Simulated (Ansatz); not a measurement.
`C[O][Sn][CH3]` + HBr → `[CH3][Sn][Br]` + CH₃OH at 600 K and 1 bar (ligand exchange at the Sn–O bond).

Program: Ansatz. Geometries: PBE0-D4/def2-TZVP. ΔE: electronic, gas phase. CBS: MP2 limit from def2 TZ/QZ plus the TZ coupled-cluster correction, frozen cores. This one scheme is used for every species. def2 core potentials past Kr. For Br, Sn outer-core shells are correlated without core-valence functions, which leaves a few kJ/mol of doubt a bond. Scalar relativity is left out up to krypton. Each species was taken in one conformer, which may not be the lowest.

| species | CCSD(T)/CBS energy (Eh) | H − E (kJ/mol) | S (J/(mol·K)) |
| --- | --- | --- | --- |
| `C[O][Sn][CH3]` | -368.91992 | 256.3 | 435.5 |
| HBr | -2573.91920 | 33.5 | 219.1 |
| `[CH3][Sn][Br]` | -2827.25518 | 134.5 | 390.4 |
| CH₃OH | -115.61712 | 163.6 | 277.3 |

H − E and S are ideal-gas, rigid-rotor, harmonic terms from PBE0-D4/def2-TZVP, for one conformer and one mirror image of each species. 1 Eh = 2625.50 kJ/mol, R = 8.31446 J/(mol·K).

Task: By hand: ΔE, ΔH, ΔS and ΔG.

Result: ΔE = (-2827.25518) + (-115.61712) − (-368.91992) − (-2573.91920) = -0.03318 Eh = -87.1 kJ/mol. Δ(H − E) = 134.5 + 163.6 − 256.3 − 33.5 = 8.3, so ΔH = -78.8 kJ/mol. ΔS = 390.4 + 277.3 − 435.5 − 219.1 = 13.1 J/(mol·K). ΔG = -78.8 − 600 × (13.1)/1000 = -86.7 kJ/mol.

Task: By hand: the equilibrium constant, and the temperature at which ΔG would vanish if ΔH and ΔS stayed fixed.

Result: log₁₀ K = −ΔG/(RT ln 10) = 7.5. ΔH and −TΔS have one sign here, so there is no such temperature.

The number of gas molecules stays the same, so ΔS is small and ΔH decides. A doubt of 5 kJ/mol in ΔE shifts log₁₀ K by 0.4 here. Other conformers and mirror images would add mixing entropy, several J/(mol·K) or more a flexible species. These are equilibria of isolated gas molecules and say nothing of rates. Largest T1 diagnostic: 0.017 (customary marks: 0.02 for closed shells, 0.045 for open ones).
